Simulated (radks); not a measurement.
Q: These are the eigenvalues of the occupied orbitals of an atom or ion with whole-number occupations (eV). Calculated with a radial shooting solver on a logarithmic mesh with Libxc functionals: scalar-relativistic Kohn-Sham, r2SCAN, spin-polarised, spherical densities, finite nucleus; meta-GGA in the generalised Kohn-Sham scheme; Fermi nuclear charge, rms radius of each element as measured or else 0.836 A^(1/3) + 0.57 fm.

| orbital | eigenvalue |
|---|---|
| 1s | -1268.940 |
| 2s | -83.0152 |
| 2p | -48.1298 |
| 3s | -4.8183 |

Which element is it, and in what charge state? The configuration may be excited. Open shells, if any, are filled with parallel spins first.

A: Z = 12, magnesium, charge 0: Mg in [Ne] 3s2. The list shows which subshells hold electrons but not how many an open one holds; the 1s level, -46.633 hartree, gives Z - s = 9.7 by -(Z - s)^2/2, which with screening and relativity narrows Z to a few neighbours, and the depths of the outer levels then fix element, charge and occupations together.
